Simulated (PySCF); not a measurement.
Species: C₇H₅ClFP.
Atom-mapped SMILES: `[F:1]/[CH:2]=[P:3]\[c:4]1[cH:5][cH:6][c:7]([Cl:8])[cH:9][cH:10]1`

Structure used (GFN2-xTB), in Å, numbered top down from 1:
```xyz
15
C7H5ClFP angstrom
F      2.352   -1.123    1.185
C      3.020   -0.564    0.163
P      2.351    0.301   -1.105
C      0.567    0.215   -0.701
C     -0.073   -0.987   -0.412
C     -1.423   -1.007   -0.122
C     -2.141    0.180   -0.130
Cl    -3.828    0.159    0.241
C     -1.524    1.383   -0.439
C     -0.175    1.393   -0.733
H      4.088   -0.717    0.257
H      0.484   -1.912   -0.411
H     -1.919   -1.936    0.109
H     -2.096    2.297   -0.448
H      0.313    2.326   -0.981
```

Definitions: NICS(0) = −σiso at the ring centroid; NICS(1) = −σiso and NICS(1)zz = −σzz at ±1 Å along the ring normal z. Level: GIAO PBE0/pcSseg-1 (PySCF, non-relativistic, gas phase) on the GFN2-xTB geometry, one conformer.

Ring bond lengths (Å), with Mayer bond orders in brackets: C4–C5 1.392 (1.36), C5–C6 1.381 (1.46), C6–C7 1.387 (1.34), C7–C9 1.387 (1.35), C9–C10 1.381 (1.45), C10–C4 1.393 (1.40).

Problem. Give the NICS values of each ring in ppm.

Solution. 
```json
{"ring": "C4–C5–C6–C7–C9–C10", "type": "6-membered carbocycle; formal bonds all aromatic", "NICS(0)": "-8.5", "NICS(1), two faces": "-10.8 / -10.5", "NICS(1)zz, two faces": "-26.8 / -25.9", "rms pucker (Å)": "0.01", "centre to ring atoms, mean (Å)": "1.39"}
```

Problem. What can be read from them?

Solution. 
- C4–C5–C6–C7–C9–C10: mean NICS(1)zz -26.3 ppm, shielded. For a flat ring without four-coordinate atoms the NICS criterion counts such a value as aromatic.

Problem. How equal are the bonds by HOMA? HOMA = 1 − mean of α(R − Ropt)² over the ring bonds, with Krygowski's 1993 parameters (CC: Ropt 1.388 Å, α 257.7 Å⁻²).

Solution. 
- C4–C5–C6–C7–C9–C10: HOMA 0.99 = 1 − EN − GEO, with mean bond length 1.387 Å, EN = α(Ropt − mean)² = 0.000 and GEO = α × variance = 0.005. The geometric and the magnetic index point the same way.

Problem. What field does 1 T along the ring normal induce along that normal at the second NICS(1) probe listed for ring C4–C5–C6–C7–C9–C10, 1 Å off the ring?

Solution. NICSzz × B0 = -25.9 ppm × 1 T = -26 μT, against the applied field.

Problem. How shielded are the nuclei of the rings and their hydrogens (means over atoms taken as equivalent)?

Solution. 
```json
{"atoms": "C4", "environment": "substituted aromatic carbon", "σ isotropic (ppm)": "49.1"}
{"atoms": "C5 (×2)", "environment": "aromatic CH carbon", "σ isotropic (ppm)": "46.3"}
{"atoms": "C6 (×2)", "environment": "aromatic CH carbon", "σ isotropic (ppm)": "52.3"}
{"atoms": "C7", "environment": "aromatic C–Cl carbon", "σ isotropic (ppm)": "39.1"}
{"atoms": "H12 (×2)", "environment": "aromatic hydrogen", "σ isotropic (ppm)": "23.90"}
{"atoms": "H13 (×2)", "environment": "aromatic hydrogen", "σ isotropic (ppm)": "24.07"}
```
